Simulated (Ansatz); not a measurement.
`C[SiH2]B1N[SiH2]1` and `CB1N[SiH2]1` differ in one atom or group.

Ansatz, PBE0-D4/def2-TZVP geometries, multiplicity 1. Each molecule was computed in one conformer, which needn't be the lowest.

| property | `C[SiH2]B1N[SiH2]1` |
| --- | --- |
| HOMO energy (PBE/def2-TZVPP) / eV | -5.67 |
| HOMO–LUMO gap (B3LYP/def2-TZVPP) / eV | 5.58 |
| HOMO–LUMO gap (PBE0/def2-TZVPP) / eV | 5.93 |
| HOMO–LUMO gap (ωB97M-V/def2-TZVPP) / eV | 9.93 |
| LUMO energy (ωB97M-V/def2-TZVPP) / eV | 1.21 |
| HOMO energy (B3LYP/def2-TZVPP) / eV | -6.51 |

Problem. Give the same properties after the change, and the shifts. (An estimate is asked.)

Solution. Ansatz gave: 
```tsv
property	`CB1N[SiH2]1`	shift
HOMO energy (PBE/def2-TZVPP) / eV	-5.69	-0.02
HOMO–LUMO gap (B3LYP/def2-TZVPP) / eV	6.30	0.72
HOMO–LUMO gap (PBE0/def2-TZVPP) / eV	6.72	0.79
HOMO–LUMO gap (ωB97M-V/def2-TZVPP) / eV	10.42	0.49
LUMO energy (ωB97M-V/def2-TZVPP) / eV	1.58	0.37
HOMO energy (B3LYP/def2-TZVPP) / eV	-6.57	-0.06
```

With PBE0 the HOMO falls by 0.06 eV and the LUMO rises by 0.73 eV, so the gap widens by about 0.79 eV. PBE moves the HOMO by -0.02 eV and ωB97M-V by -0.11 eV.

B3LYP here is the variant with VWN-RPA as its local correlation; programs differ in this.
